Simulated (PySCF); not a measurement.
## Finite-field polarisability of P (phosphorus, neutral)

[Ne] 3s2 3p3, high-spin 4S determinant. Computed with PySCF 2.14 in aug-cc-pV(D+d)Z, with the non-relativistic Hamiltonian (point nucleus). Frozen: [Ne]. Energy changes in a uniform field (μhartree):

```tsv
axis	F (au)	HF	MP2	CCSD	CCSD(T)
x	0.0029	-103.295	-100.621	-100.174	-100.570
x	0.0058	-413.341	-402.656	-400.871	-402.457
```

Problem. Derive α along x at CCSD(T) from the two fields.

Solution. With ΔE = −αF²/2 − γF⁴/24, α = −(16 ΔE(F) − ΔE(2F))/(6F²) = 23.91 bohr³.

Problem. And the mean polarisability at each level?

Solution. HF 24.56, MP2 23.93, CCSD 23.82, CCSD(T) 23.91 bohr³. Reference: 25 ± 1 bohr³ (recommended; Schwerdtfeger and Nagle, table of static dipole polarizabilities (2023 update)).
